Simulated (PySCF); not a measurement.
The vertical singlet excitations below were computed for one of the candidates. Theory: TDDFT B3LYP/def2-SVPD, vertical, gas phase, core orbitals frozen in the response (PySCF 2.14.0, density-fitted response routines). Geometries: PBE0-D3(BJ)/def2-SVP, one conformer each. Atoms past krypton carry core potentials; spin–orbit coupling is left out.

| state | λ (nm) | f |
| --- | --- | --- |
| S1 | 179.6 | 0.022 |
| S2 | 167.3 | 0.042 |
| S3 | 161.6 | 0.0000 |
| S4 | 150.6 | 0.023 |
| S5 | 150.1 | 0.0032 |
| S6 | 149.5 | 0.174 |
| S7 | 145.1 | 0.155 |
| S8 | 143.1 | 0.0088 |
| S9 | 140.1 | 0.055 |
| S10 | 137.6 | 0.0003 |

Task: Which structure fits?
A. `B(C)(N)C`
B. `N#[C][InH2]`
C. `[SiH2](N)CN`

Result: A. Its S1, at 6.90 eV, is the highest among the candidates; the nearest of the others has S1 at 5.39 eV. S1 is HOMO→LUMO (98%). Löwdin shares by element: HOMO nitrogen 64%, boron 14%, hydrogen 12% or more; LUMO boron 46%, hydrogen 19% or more, nitrogen 6% (atoms not listed hold the other 28%). At the same level the other candidates give, for their lowest levels:
- `NC[SiH2]N`: 230 nm (f 0.010); 212 nm (f 0.005); 198 nm (f 0.027); 192 nm (f 0.021); 186 nm (f 0.072); T1 5.24 eV; HOMO -6.22, LUMO 0.02 eV
- `[H][In]([H])[C]#N`: 259 nm (f 0.000); 234 nm (f 0.009); 224 nm (f 0.000); 220 nm (f 0.035); 176 nm (f 0.024); T1 4.49 eV; HOMO -8.81, LUMO -2.95 eV
Triplets come from the Tamm–Dancoff approximation.
